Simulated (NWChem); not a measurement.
System: AuNH3F; SMILES [NH3]->[Au][F]

```xyz
6

Au     0.0000     0.0000     0.0447
F      0.0000     0.0000     1.9689
N      0.0000     0.0000    -2.0146
H     -0.0667     0.9463    -2.3942
H     -0.7861    -0.5309    -2.3942
H      0.8528    -0.4154    -2.3942
```
Atoms are numbered in this order, from 1.

Program: NWChem. All runs use the structure optimised with PBE0/def2-SVP. def2 effective core potentials on Au; no spin-orbit coupling. Vertical excitations in the gas phase; the lowest state need not have the same character in each row.

```csv
level,"lowest excitation, singlet (eV)",orbital gap (eV)
"PBE/def2-SVP, full TDDFT",4.31,4.22
"B3LYP/def2-SVP, full TDDFT",5.02,6.15
"BHandHLYP/def2-SVP, full TDDFT",(withheld),(withheld)
"PBE0/def2-SVP, full TDDFT",5.31,6.75
```

Q: Complete the blanks.

A: 
- BHandHLYP/def2-SVP, full TDDFT, lowest excitation, singlet (eV): 5.84
- BHandHLYP/def2-SVP, full TDDFT, orbital gap (eV): 8.53
